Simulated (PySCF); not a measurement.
# WF⁻: frontier orbitals

CAM-B3LYP at R = 1.942 Å; W def2-TZVPPD with ECP60, F def2-TZVPPD; scalar-relativistic core potentials (PySCF 2.14). State: ⁵Σ⁺ (quintet), unpaired electrons π ↑↑, δ ↑↑. Only the outer orbitals are listed, counted within each symmetry, core potentials removing the inner ones.

| spin | orbital | occ. | ε (eV) | on W (%) | main shells (%) |
| --- | --- | --- | --- | --- | --- |
| α | 5σ | 1 | -8.20 | 14 | 84 F p, 8 W d |
| α | 2π | 1 | -7.59 | 9 | 91 F p |
| α | 2π | 1 | -7.59 | 9 | 91 F p |
| α | 6σ | 1 | -1.80 | 111 | 100 W s, 11 W d |
| α | 1δ | 1 | -1.40 | 100 | 100 W d |
| α | 1δ | 1 | -1.40 | 100 | 100 W d |
| α | 3π | 1 | -1.09 | 94 | 88 W d |
| α | 3π | 1 | -1.09 | 94 | 88 W d |
| α | 7σ | 0 | 3.99 | 85 | 57 W p, 25 W d, 14 F s |
| α | 4π | 0 | 4.09 | 108 | 105 W p |
| α | 4π | 0 | 4.09 | 108 | 105 W p |
| β | 5σ | 1 | -8.13 | 12 | 87 F p |
| β | 2π | 1 | -7.19 | 5 | 95 F p |
| β | 2π | 1 | -7.19 | 5 | 95 F p |
| β | 6σ | 1 | -0.41 | 124 | 122 W s |
| β | 3π | 0 | 4.09 | 108 | 106 W p |
| β | 3π | 0 | 4.09 | 108 | 106 W p |
| β | 7σ | 0 | 4.22 | 90 | 81 W p, 14 W d, 11 F s |

Question: Which are the highest filled and the lowest empty level, where do they sit, and how wide is the gap?

Answer: Highest filled β 6σ at -0.41 eV (in %: 122 W s); lowest empty α 7σ at 3.99 eV (in %: 57 W p, 25 W d, 14 F s); the gap at CAM-B3LYP is 4.40 eV. An empty level above zero is unbound, and its energy depends on the basis.

```json
{
  "bond order (Mayer)": "-0.12",
  "⟨S²⟩": "6.046",
  "charge on W (Mulliken, basis-dependent)": "-0.82",
  "charge on W (Löwdin, basis-dependent)": "-0.32",
  "dipole moment (positive dipole points towards F; it is taken about the centre of mass and depends on that origin)": "-0.28 D",
  "polarisability along the bond": "125.2 bohr³",
  "polarisability across the bond": "138.3 bohr³"
}
```

Shares are Mulliken populations and can fall outside 0 to 100 %.

Spin–orbit coupling is left out. With d or f electrons several states lie close, and the lowest PBE0 determinant need not be the measured ground state.
